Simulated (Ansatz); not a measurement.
Gas-phase electronic energies from Ansatz, PBE0-D4/def2-TZVP geometries. CCSD(T)/CBS is the MP2 limit (def2-TZVPP, def2-QZVPP) plus CCSD(T) − MP2 in def2-TZVPP, frozen cores. This one scheme is used for every species. Functionals use def2-TZVPP. B3LYP here is the variant with VWN-RPA as its local correlation; programs differ in this. One conformer a species, not always the lowest.

Consider the ligand exchange at the Si–C bond: `O=C([SiH3])[SiH](O)Cl` + `N=CF` → `F/C=N/[SiH3]` + `O=C[SiH](O)Cl`.

`O=C([SiH3])[SiH](O)Cl`:

Cartesian coordinates in Å:
```
O -1.449 -1.053 0.131
C -0.593 -0.189 0.073
Si -0.822 1.474 1.037
Si 0.986 -0.685 -0.923
O 0.687 -2.176 -1.495
Cl 2.509 -0.626 0.454
H -2.262 1.824 1.052
H -0.316 1.264 2.417
H -0.019 2.531 0.368
H 1.365 0.220 -2.027
H -0.086 -2.586 -1.088
```

`N=CF`:

Z-matrix (Å, degrees):
```
C
N 1 1.242
F 1 1.328 2 120.0
H 1 1.092 2 129.8 3 -180.0
H 2 1.016 1 110.6 3 -180.0
```

`F/C=N/[SiH3]`:

```xyz
8

F     2.339    0.952    1.044
C     1.119    0.779    0.531
N     0.694   -0.345    0.249
Si   -0.867   -0.698   -0.421
H     0.632    1.755    0.428
H    -1.573   -1.603    0.517
H    -1.680    0.537   -0.626
H    -0.664   -1.377   -1.722
```

`O=C[SiH](O)Cl`:

Z-matrix (Å, degrees):
```
Si
C 1 1.921
Cl 1 2.050 2 105.5
O 1 1.624 2 105.0 3 120.1
H 1 1.476 2 115.4 3 -118.3
O 2 1.208 1 117.3 3 -113.9
H 2 1.112 1 122.9 3 63.8
H 4 0.964 1 113.7 2 -15.4
```

Question: Is it downhill or uphill in electronic energy at CCSD(T)/CBS, and by how much? (An estimate is asked.)

Answer: Computed: Downhill: ΔE = -15.0 kcal/mol.

Question: What do these levels give: revPBE-D4, B3LYP-D4, r2SCANh-D4, BLYP, PBE0, BHLYP, CAM-B3LYP, LC-ωPBE, CCSD/def2-SVP, MP2/def2-TZVPP, HF/CBS(def2), CCSD/CBS(def2)? (An estimate is asked.)

Answer: Ansatz gave: revPBE-D4 -12.3, B3LYP-D4 -14.6, r2SCANh-D4 -15.1, BLYP -14.9, PBE0 -14.7, BHLYP -17.6, CAM-B3LYP -16.5, LC-ωPBE -15.6, CCSD/def2-SVP -13.7, MP2/def2-TZVPP -16.7, HF/CBS(def2) -19.8, CCSD/CBS(def2) -15.7 kcal/mol.

Largest T1 diagnostic among the species: 0.014.

From PBE to PBE0 (25 % exact exchange), in def2-TZVPP and without D4, ΔE moves by −1.5 kcal/mol. In def2-TZVPP, CCSD(T) changes the Hartree–Fock value by +4.6 kcal/mol (the triples alone add +0.7 kcal/mol) and MP2 by +2.9 kcal/mol. The D4 term adds +1.3 kcal/mol with B3LYP and +0.8 kcal/mol with PBE0; it sums over pairs of atoms, weighted by their polarisabilities, and B3LYP, whose exchange is more repulsive, gets the larger term.
